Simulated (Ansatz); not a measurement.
Ge(OMe)H3 (CH6GeO). Charge 0, multiplicity 3. Geometry PBE-D4/def2-TZVP, that of the neutral singlet; atoms count from 1.

```xyz
9

Ge   -1.331    0.332    0.012
O     0.017   -0.760    0.503
C     1.317   -0.411    0.042
H     1.383   -0.404   -1.062
H     2.020   -1.167    0.422
H     1.642    0.579    0.415
H    -1.046    1.761    0.551
H    -2.584   -0.295    0.654
H    -1.418    0.364   -1.538
```

At PBE0-D4/def2-TZVP a singlet of charge 0 lies 6.03 eV below the triplet at the same geometry.

(1) Estimate the Mulliken populations from the PBE0/def2-TZVP orbitals of Ansatz.

(2) Where does the spin sit?

(3) And the Mayer bond orders between heavy atoms (over 0.3)?

Results:

(1) 
```csv
atom,charge (e),spin (α − β)
Ge1,-0.51,1.03
O2,0.15,0.64
C3,-0.24,0.03
H4,0.14,0.11
H5,0.14,0.01
H6,0.14,0.11
H7,0.06,0.06
H8,0.04,-0.04
H9,0.06,0.06
```
Mulliken values depend strongly on the basis.

(2) Summed by element: Ge 1.03, O 0.64, C 0.03, H 0.31, of 2 unpaired in all. Largest on single atoms: Ge1 1.03, O2 0.64, H4 0.11.

(3) O2–C3 0.96 (1.42 Å).
